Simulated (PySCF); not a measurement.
Cl4SW, charge -1, multiplicity 2. Atoms are numbered in the order given.

```xyz
6

W      0.0000     0.0000    -0.0715
S      0.0000     0.0000    -2.1853
Cl    -1.6065    -1.6065     0.5921
Cl     1.6065     1.6065     0.5921
Cl     1.6065    -1.6065     0.5921
Cl    -1.6065     1.6065     0.5921
```
Charge -1, spin multiplicity 2.

Geometry optimised at PBE0-D3(BJ)/def2-SVPD. The multiplicity is an assumed one; other spin states were not compared. The isomer is the one that the SMILES or the coordinates give; other isomers of the formula were not compared. The def2 effective core potentials stand for the cores of W; spin–orbit coupling is left out.

All values below come from PBE/def2-SVPD (PySCF).

The molecule is in vacuum.

Task: Estimate the frontier levels, dipole moment and polarisability. (The exact figures need the calculation; the answer reports its results.)

Result: 
The α spin, highest occupied and lowest empty level comes out as -0.82 and 0.28 eV and the β spin, highest occupied and lowest empty level is -2.69 and 0.34 eV. The dipole moment about the centre of nuclear charge comes out as 0.238 e·Å, the mean static polarisability is 141.2 bohr³ (20.92 Å³) and the polarisability, principal values is 135.2, 144.1, 144.1 bohr³. The ⟨S²⟩ is 0.757 (pure state 0.75).
